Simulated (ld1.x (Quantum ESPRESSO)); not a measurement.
**titanium: excitation energies, all-electron against TM**

- Element: titanium
- Generator: ld1.x (Quantum ESPRESSO) 7.5
- Type: norm-conserving Troullier–Martins (Kleinman–Bylander form)
- Functional: LDA (PZ)
- Relativity: scalar-relativistic
- Frozen core: [Ne]
- Valence charge: 12
- Reference configuration: 3s2 3p6 3d2.5 4s1.5 4p0
- Partial waves: 3s (bound): rc 1.50 bohr; 3d (bound): rc 2.10 bohr; 4f channel at -0.05 Ry: rc 1.85 bohr; 3p (bound): rc 1.65 bohr
- Local potential: the p channel
- Core correction: none

Occupied shells without a wave of their own: 4s. They enter only through the test configuration that unscreens the potential.

Energies are relative to the spin-unpolarised reference configuration 3s2 3p6 3d2.5 4s1.5 4p0; without spin polarisation the order of configurations can differ from experiment. Spin-polarised rows fill each open shell by Hund’s rule, majority spin first.

```tsv
valence configuration	charge	ΔE all-electron (eV)	error AE − PS (meV)
3s2 3p6 3d2 4s2 4p0	0	-0.324	+119
3s2 3p6 3d2 4s1 4p0	+1	7.212	-140
3s2 3p6 3d2 4s0 4p0	+2	21.012	-581
3s2 3p6 3d1 4s0 4p0	+3	48.202	-763
3s2 3p6 3d3 4s0 4p0	+1	7.235	-322
3s2 3p6 3d1 4s2 4p0	+1	9.656	+375
3s2 3p6 3d2.5 4s1.5 4p0 (spin-polarised)	0	-1.143	+88
```

Problem. What are ΔE and the potential's error for 3s2 3p6 3d2 4s2 4p0 (spin-polarised)?

Solution. ΔE = -0.994 eV all-electron; the error (AE − PS) is +177 meV.

Problem. What are ΔE and the potential's error for 3s2 3p6 3d1 4s2 4p1?

Solution. ΔE = 4.491 eV all-electron; the error (AE − PS) is +367 meV.

The 4s level has no wave, so the channel is fitted at the deeper level alone: the likely source of the large errors.
